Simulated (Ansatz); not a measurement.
Molecule: CdBr₂, net charge 0, singlet state. SMILES: [Br][Cd][Br]
Coordinates optimised at B3LYP-D3(BJ)/def2-TZVP (Ansatz, a first-principles code):
```
Cd
Br 1 2.4249
Br 1 2.4249 2 180.00
```
Charge 0, spin multiplicity 1.

Quantity: atomisation energy (electronic, to ground-state atoms), in eV. Correlated levels leave the core frozen unless marked. UHF or UKS for open shells. Spin-orbit coupling is left out. Frozen are the shells of the preceding noble gas and the d and f shells that filled before the atom's block. Past Kr the def2 sets carry scalar-relativistic core potentials. The coupled-cluster limit lacks core correlation, which all-electron functionals hold. CBS marks a two-point X^-3 extrapolation of the correlation energy; Hartree-Fock from the larger set. [CCSD(T)-MP2]/basis is that difference in the basis named.

```csv
level,program,atomisation energy (eV)
BLYP-D3(BJ)/def2-TZVPD,Ansatz + dftd3,4.69
BLYP-D4/def2-TZVPD,Ansatz + dftd4,4.66
PBE0/def2-SVP,Ansatz,5.20
r2SCAN0-D4/def2-TZVPD,Ansatz + dftd4,?
HSE06/def2-TZVPD,Ansatz,5.17
LC-wPBE/def2-TZVPD,Ansatz,5.32
B2PLYP-D4/def2-TZVPD,Ansatz + dftd4,?
CCSD/def2-SVP,Ansatz,?
"RI-MP2/CBS(def2-TZVPPD,def2-QZVPPD)+[CCSD(T)-MP2]/def2-TZVPPD",Ansatz,5.19
```

Task: Complete the blanks.

Result: 
- r2SCAN0-D4/def2-TZVPD, atomisation energy (eV): 5.30
- B2PLYP-D4/def2-TZVPD, atomisation energy (eV): 4.98
- CCSD/def2-SVP, atomisation energy (eV): 4.65
